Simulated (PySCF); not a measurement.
Working with the constants of RuF⁻

ROHF-CCSD(T) constants of RuF⁻, ⁵Δ (quintet), unpaired electrons σ ↑, π ↑↑, δ ↑ (basis Ru def2-TZVPPD with ECP28, F def2-TZVPPD; scalar-relativistic core potentials; PySCF 2.14; masses 101.9043 and 18.9984 u):

- ωe: 486.6 cm⁻¹
- ωexe: 3.6 cm⁻¹
- Be: 0.26668 cm⁻¹
- αe: 0.00242 cm⁻¹
- De to Ru (4d7 5s1) + F⁻: 2.41 eV

Task: What force constant and bond length do these constants imply?

Result: Reduced mass μred = 16.013 u; k = 5.8918×10⁻⁷·μred·ωe² (u, cm⁻¹, mdyn/Å) = 2.23 mdyn/Å; Re = √(16.8576/(μred·Be)) (u, cm⁻¹, Å) = 1.987 Å.

Task: Estimate the centrifugal constant D from the Kratzer relation and find the Dunham coefficient a1.

Result: D = 4Be³/ωe² = 3.2e-07 cm⁻¹; a1 = −1 − αeωe/(6Be²) = -3.76.

Correlated steps freeze 1 core orbital. These are scalar-relativistic numbers at best; spin–orbit coupling would shift them, the dissociation energy most. For an ion De counts to the pair picked by the measured ionisation energies or electron affinities, which need not be the lowest pair at this level. The CCSD T1 diagnostic is raised, a sign that a single reference may not be enough here. With d or f electrons several states lie close, and the lowest PBE0 determinant need not be the measured ground state.
